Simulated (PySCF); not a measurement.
C$_{6}$H$_{11}$O$_{3}$, doublet, geometry from GFN2-xTB. Base run: PySCF with MN15/STO-3G.

Here is a job for PySCF.
```python
from pyscf import gto, scf, dft

mol = gto.Mole()
mol.atom = '''
    C    -0.522321   -2.097388    0.964419
    C    -0.146664   -1.124137   -0.066045
    C    -1.322106   -0.186229   -0.446753
    O    -1.775177    0.472523    0.706705
    C    -2.791129    1.402551    0.435918
    O     0.961708   -0.357690    0.400355
    C     1.710591    0.262331   -0.513420
    C     2.840928    1.011706    0.140312
    O     1.511006    0.204923   -1.699707
    H    -1.363650   -2.737711    0.796475
    H    -0.066554   -2.046177    1.930583
    H     0.147676   -1.616684   -1.012609
    H    -0.971658    0.537073   -1.198294
    H    -2.125258   -0.792444   -0.892990
    H    -2.445113    2.181953   -0.254797
    H    -3.059624    1.853674    1.388659
    H    -3.671797    0.913909    0.000181
    H     2.503127    1.448990    1.074743
    H     3.643796    0.309756    0.357000
    H     3.212966    1.776615   -0.534357
'''
mol.basis = 'sto-3g'
mol.charge = 0
mol.spin = 1
mol.verbose = 4
mol.build()

mf = dft.UKS(mol)
mf.xc = 'mn15'
mf.kernel()
```

Variants of this job, named by their change:

```tsv
change	ΔE vs base (mEh)	grid points	electrons on the grid	outcome
base	0.000	234848	71.00003	converged
grids.level = 7	-0.032	1330992	71.00000	converged
grids.prune = dft.gen_grid.sg1_prune	0.145	104552	70.99949	converged
grids.atom_grid = (30, 110)	-0.062	49224	71.00118	converged
grids.becke_scheme = stratmann	-0.002	234848	71.00004	converged
grids.atom_grid = (150, 974)	-	-	-	cut at the time limit
grids.level = 2	0.001	159968	71.00003	converged
grids.atom_grid = (99, 590)	-0.034	646800	71.00000	converged
grids.radi_method = mura_knowles	0.000	224048	71.00003	converged
grids.atom_grid = (50, 194)	-0.099	131760	70.99964	converged
grids.level = 0	-90.400	16600	71.00719	converged
```

Open shells are given as the SCF converged; they aren't shown to be the lowest states, and a large step between rows can be another state.
